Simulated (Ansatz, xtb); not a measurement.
**C4H3BrO: 6 structures ranked**

6 gas-phase structures of C4H3BrO, from a drawn sample of its isomers (lower ones may exist). Each was relaxed with GFN2-xTB; where two conformers were screened, the lower at r2SCAN-D4/def2-SVP is listed:

A. `C#CCC(=O)Br`, a singlet
B. `O=C=C/C=C\Br`, a singlet
C. `CC#CC(=O)Br`, a singlet
D. `Br/C=C1/C=CO1`, a singlet
E. `O=C1CC=C1Br`, a singlet
F. `C=C(Br)C=C=O`, a singlet

**Question.** Which do you expect lowest at r2SCAN-D4/def2-SVP, and how would the others follow?

**Answer.** Calculated order at r2SCAN-D4/def2-SVP: B (0.0), F (1.9), E (5.3), C (8.0), A (14.3), D (33.8) kcal/mol.

Energies above the lowest of each column, in kcal/mol; the last columns are at B3LYP-D3(BJ)/def2-SVP geometries and were run for some of them only (a dash: not run or not comparable):

| structure | GFN2-xTB | HF/STO-3G | r2SCAN-D4/def2-SVP | B3LYP-D3(BJ)/def2-SVP | CCSD(T)/def2-SVP + ΔMP2/def2-TZVPP |
| --- | --- | --- | --- | --- | --- |
| B | 0.0 | 18.0 | 0.0 | 0.0 | 0.0 |
| F | 1.7 | 20.0 | 1.9 | 1.8 | 0.8 |
| E | 5.6 | 0.0 | 5.3 | 6.8 | 3.2 |
| C | 3.3 | 14.8 | 8.0 | 8.2 | 7.5 |
| A | 10.6 | 19.2 | 14.3 | 13.0 | – |
| D | 21.2 | 25.0 | 33.8 | – | – |

CCSD(T)/def2-SVP + ΔMP2/def2-TZVPP puts B lowest of those it was run on, with F within 1 kcal/mol; HF/STO-3G picks E. Flexible structures stand in one conformer each, not always the lowest. C keeps a small imaginary mode. Frequencies (GFN2-xTB) were run for B, C, E, F alone. ΔMP2 is the change of the MP2 energy from the smaller to the larger basis.

Over these structures GFN2-xTB departs from r2SCAN-D4/def2-SVP by 3.5 kcal/mol on average once a common shift is removed. A GFN2-xTB relaxation took about 0.11 s and the r2SCAN-D4/def2-SVP energy about 2.1 s on a shared host (Ansatz 0.2.0, xtb 6.7.1).
